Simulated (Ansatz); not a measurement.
**Worked example: the enthalpy of CH2Br2 + CH2ClF → CH2BrCl + CH2BrF**

Species: CH2Br2 (dibromomethane) `BrCBr`, singlet; CH2ClF (chlorofluoromethane) `FCCl`, singlet; CH2BrCl (bromochloromethane) `ClCBr`, singlet; CH2BrF (bromofluoromethane) `FCBr`, singlet. The partners trade Br for Cl; both sit on C, so the bond types are kept.

Shapes, held fixed at every level: PBE0-D4/def2-TZVP. Programs: Ansatz 0.2.0. The zero-point and thermal terms to 298 K, harmonic and unscaled (PBE0-D4/def2-TZVP), stand in the table.

At MP2/def2-SVP; 1 Eh = 2625.50 kJ/mol:

| species | energy (Eh) | H(298 K) − E (kJ/mol) | tabulated ΔfH (kJ/mol) |
| --- | --- | --- | --- |
| CH2Br2 | -5183.796356 | 86.8 | +3.1 |
| CH2ClF | -598.158248 | 93.0 | -263.7 |
| CH2BrCl | -3070.951812 | 88.1 | -44.7 |
| CH2BrF | -2711.000108 | 91.8 | -212.4 |

Q: Work out the reaction enthalpy at 298 K from the calculation and from the table of heats.

A: 
1. Electronic: (-3070.951812) + (-2711.000108) − [(-5183.796356) + (-598.158248)] = 0.002684 Eh = +7.0 kJ/mol.
2. Zero-point and thermal: (88.1) + (91.8) − [(86.8) + (93.0)] = +0.1 kJ/mol.
3. Computed ΔH = +7.1 kJ/mol.
4. From the heats of formation (Active Thermochemical Tables): (-44.7) + (-212.4) − [(3.1) + (-263.7)] = +3.5 kJ/mol.
5. Computed less tabulated: +3.6 kJ/mol. Tabulated heats carry uncertainties of their own.

Relativity is left out for Br unless named. Correlated rows may include outer-core shells of Br, which these sets cover unevenly.
